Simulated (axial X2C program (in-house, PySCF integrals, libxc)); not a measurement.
**Ionising BeF**

Calculated with an axial X2C code built on PySCF integrals, spin-free (one-electron X2C) or two-component (2c: spin–orbit coupling with atomic mean-field Coulomb and Gaunt terms, which also bring small scalar terms), in Dyall basis sets with cores contracted in-house; open shells are unrestricted.

Basis sets: Be dyall-cv3z, F dyall-av3z. Frozen shells (counts by l): BeF F 1s, Be 1s, 9 electrons correlated; BeF⁺ F 1s, Be 1s, 8 electrons correlated. Where the outer core of a metal is frozen, bonds come out longer and ionisation energies lower.

| Hamiltonian | level | BeF state | Re (Å) | ωe (cm⁻¹) | De (eV) |
| --- | --- | --- | --- | --- | --- |
| spin-free | HF | M_S = 1/2, Λ = 0 | 1.353 | 1306.0 | 4.96 |
| spin-free | PBE0 | M_S = 1/2, Λ = 0 | 1.363 | 1258.3 | 6.11 |
| spin-free | MP2 | M_S = 1/2, Λ = 0 | 1.375 | 1231.9 | 6.40 |
| 2c | HF | Ω = 1/2 | 1.353 | 1305.9 | 4.95 |
| 2c | PBE0 | Ω = 1/2 | 1.363 | 1258.2 | 6.11 |
| 2c | MP2 | Ω = 1/2 | 1.376 | 1231.9 | 6.39 |

Adiabatic ionisation energy (minimum to minimum, no zero-point term) and constants of BeF⁺:

```tsv
Hamiltonian	level	BeF⁺ state	IE (eV)	Re (Å)	ωe (cm⁻¹)	De (eV)	fragments
spin-free	HF	M_S = 0, Λ = 0	8.89	1.300	1524.1	4.11	F + Be+
spin-free	PBE0	M_S = 0, Λ = 0	9.11	1.312	1462.3	5.97	F + Be+
spin-free	MP2	M_S = 0, Λ = 0	8.94	1.325	1429.3	6.30	F + Be+
2c	HF	Ω = 0	8.89	1.301	1523.9	4.10	F + Be+
2c	PBE0	Ω = 0	9.11	1.312	1462.2	5.97	F + Be+
2c	MP2	Ω = 0	8.94	1.326	1429.3	6.29	F + Be+
```

**Question.** Add the zero-point terms to the ionisation energy at MP2, 2c, and say whether the electron removed was bonding.

**Answer.** IE0 = IE + (ωe⁺ − ωe)/2 = 8.94 + (0.012) = 8.95 eV. Re changes by -0.050 Å, so the bond shortens, as on loss of an antibonding or a polarising non-bonding electron.

**Question.** Close the cycle De(BeF⁺) + IE(BeF) = De(BeF) + IE(Be) to find the atomic ionisation energy at MP2, 2c.

**Answer.** IE(Be) = 6.29 + 8.94 − 6.39 = 8.84 eV, for the determinants used.

Each entry is the lowest single determinant of a limited PBE0 search at one distance. De goes to single-determinant-based atoms at the same level (for ions the charge split of lowest energy) and is withheld (n/a) where an atom does not fit its ground term or J level. Main or longest-lived isotopes. Some light 2c atoms are not at their ground J level, so De misses part of their lowering (0.04 eV or less). The functionals have no current term, which raises determinants with orbital currents.
